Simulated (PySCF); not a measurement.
Compound: bromine monofluoride, BrF.
SMILES: `FBr`

Computed with PySCF at wB97X-D/def2-SVPD, non-relativistic, on one gas-phase PBE0-D3(BJ)/def2-SVP geometry that isn't relaxed in the solvent. The solvent is an IEF-PCM continuum (van der Waals radii × 1.2), and excitations are vertical TDDFT with non-equilibrium linear response and a frozen core. The model holds no explicit solvent molecules, cavitation or dispersion. Spin–orbit coupling is left out although an atom past zinc is present.

| run | E − E(gas) (kcal/mol) | HOMO (eV) | HOMO–LUMO gap (eV) | dipole (D) | lowest singlet (eV) | static polarisability (au) |
| --- | --- | --- | --- | --- | --- | --- |
| gas | 0.00 | -10.98 | 9.12 | 1.48 | 3.35 | 24.1 |
| P | -0.65 | -10.91 | 9.15 | 1.64 | 3.36 | 26.5 |
| Q | -1.71 | -10.85 | 9.19 | 1.89 | 3.40 | 30.6 |

The runs were made in acetonitrile and cyclohexane. Which run belongs to which solvent?

P = cyclohexane, Q = acetonitrile. The dielectric constants are 2.017 (cyclohexane), 35.69 (acetonitrile), and the energy falls further as ε rises. The optical constants n² used for the excitations are 2.04, 1.81 in the same order. In this model the ground state sees the solvent through ε alone.

How constant is the ratio of the lowering to (ε − 1)/(2ε + 1)?

```tsv
solvent	(ε − 1)/(2ε + 1)	E − E(gas) (kcal/mol)	ratio (kcal/mol)	polarisation term (kcal/mol)
cyclohexane	0.202	-0.65	-3.2	-0.72
acetonitrile	0.479	-1.71	-3.6	-2.03
```

The ratio changes by +10.0 % in size from cyclohexane to acetonitrile. The polarisation term is half the interaction of the solute with the induced surface charges.

Note: wB97X-D ran without an empirical dispersion term, which enters the total energy and its gradient alone.
